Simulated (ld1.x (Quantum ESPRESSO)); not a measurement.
What one change does to a pseudopotential (Bi, TM)

bismuth (Bi), norm-conserving Troullier–Martins (Kleinman–Bylander form), made with ld1.x (Quantum ESPRESSO) 7.5 (LDA (PZ), fully relativistic). Core [Xe] 4f14 5d10, reference 6s2 6p3. Waves: 6s (bound): rc 1.45 bohr; 6p (bound): rc 2.55 bohr. Local part: all-electron potential smoothed inside 1.85 bohr (lloc = -1). Core correction: none.

Open shells are filled in proportion to 2j + 1 (rel_dist='average').

Change: core correction a·sin(br)/r model core inside 0.82 bohr.

Cutoffs: the cutoffs (Ry, on a coarse ladder) from which the occupation-weighted sum of valence levels, in a spherical-Bessel basis at the reference potential, stays within 10 and 1 mRy of its value at 400 Ry; they do not see the model core or the augmentation charge, which bear on the density cutoff. Errors are all-electron minus pseudo energies relative to the spin-unpolarised reference configuration.

Task: How do hardness, ghosts and transferability respond?

Result: The potential gets neither clearly harder nor softer (55 Ry and 160 Ry → 55 Ry and 160 Ry); both files keep a bound ghost (d, s); of the 7 tests that both files solve, the error grows in 4 and shrinks in 2 by more than 15 % and 0.3 meV (median size 44.4 → 59.8 meV). A model core, the more so a compact one, raises the density cutoff, which this test does not measure.

```csv
quantity,base,changed
"cutoff, loose",55 Ry,55 Ry
"cutoff, tight",160 Ry,160 Ry
bound ghosts,"s, d","s, d"
"error for 6s2 6p2, meV [ΔE 8.31 eV]",+9.6,-5.7
"error for 6s2 6p1, meV [ΔE 24.05 eV]",+44,-60
"error for 6s2 6p0, meV [ΔE 47.99 eV]",+94,-293
"error for 6s0 6p5, meV [ΔE 20.23 eV]",+113,-106
"error for 6s1 6p3, meV [ΔE 18.96 eV]",+34,-46
"error for 6s1 6p0, meV [ΔE 93.88 eV]",+378,-956
"error for 6s2 6p3.3, meV [ΔE -1.20 eV]",+0.5,0.0
s: phases at 2.75 bohr within 0.05 rad from the reference energy up to (Ry; the scan ends near 5),2.0,2.0
p1/2: phases at 2.75 bohr within 0.05 rad from the reference energy up to (Ry; the scan ends near 5),1.1,1.1
p3/2: phases at 2.75 bohr within 0.05 rad from the reference energy up to (Ry; the scan ends near 5),0.4,0.4
```

 A true bound ghost makes a file unfit for plane-wave use even where its test errors are small: the radial tests pick states by their node count and pass the ghost by.
